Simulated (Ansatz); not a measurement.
The lowest singlet and triplet of CClF (SMILES F[C]Cl); geometries from B3LYP-D3(BJ)/def2-TZVP, each state relaxed from the structure named, with no frequency check.
Singlet (charge 0, multiplicity 1):
```xyz
3

F     -1.47907    -0.22806     0.00000
C     -0.56832     0.69606     0.00000
Cl     0.98362    -0.12493     0.00000
```
Triplet (charge 0, multiplicity 3):
```xyz
3

F     -1.6112    -0.2063     0.0000
C     -0.5268     0.5398     0.0000
Cl     1.0389    -0.0813     0.0000
```

A positive gap puts the triplet lower; no zero-point energy. U- takes an unrestricted singlet (broken symmetry where lower, unprojected). The triplet is unrestricted in single-reference levels. Active spaces average the two states.

Cores are frozen in the correlated methods.

Run with Ansatz (Gaussian orbitals). 

Problem. What is the computed gap E(singlet) − E(triplet), adiabatic (U-HF/cc-pV(Q+d)Z (spin-contaminated))?

Solution. -13.1 kcal/mol

Problem. Predict the gap E(singlet) − E(triplet), adiabatic from FIC-MRCISD+Q on SA-CASSCF(2,2)/cc-pV(Q+d)Z.

Solution. -33.7 kcal/mol

Problem. Predict the gap E(singlet) − E(triplet), adiabatic from U-B3LYP/def2-TZVPP.

Solution. -32.4 kcal/mol

Ansatz is an electronic-structure program.
